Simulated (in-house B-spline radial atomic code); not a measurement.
**Solving the quasi-particle equation for 5p up of the caesium ion Cs⁴⁺**

Configuration [Kr] 4d10 5s2 5p3, highest spin, start r2SCAN; correlation leaves out the 9 deepest shells, empty levels kept to 5000 hartree. Computed with an all-electron radial atomic-structure program (B-spline basis): all electrons, scalar-relativistic (spin-free one-electron X2C), finite nucleus, each spin shell either full or empty, empty states to l = 9 with an (l + 1/2)⁻⁴ tail; G0W0 by contour deformation at full frequency.

Spin-orbit coupling, left out, splits p levels strongly here.

Spin-orbit coupling splits this shell strongly; the level is its average.

At the mean-field level ε = -52.756 eV the matrix elements are Σx = -24.486 eV, v_xc = -19.456 eV and Σc(ε) = -0.519 eV, and the slope of the correlation self-energy is dΣc/dω = -0.0508. The quasi-particle energy solves E = ε + Σx − v_xc + Σc(E).

(1) What does the linearised equation give?

(2) How does that compare with the full solution and with static screening?

Answers

(1) Z = 1/(1 − dΣc/dω) = 1/1.0508 = 0.9517. The first-order shift is Σx − v_xc + Σc(ε) = -24.486 − (-19.456) + (-0.519) = -5.549 eV, so E ≈ ε + Z × shift = -52.756 + 0.9517 × (-5.549) = -58.037 eV.

(2) Solving the equation at full frequency dependence gives E = -58.023 eV, where Σc = -0.237 eV and the weight is 0.946; the linearised value is off by 14 meV. Leaving Z out would give -58.305 eV. Static COHSEX puts -2.096 eV in place of Σc and gives -59.882 eV, 1.86 eV deeper.
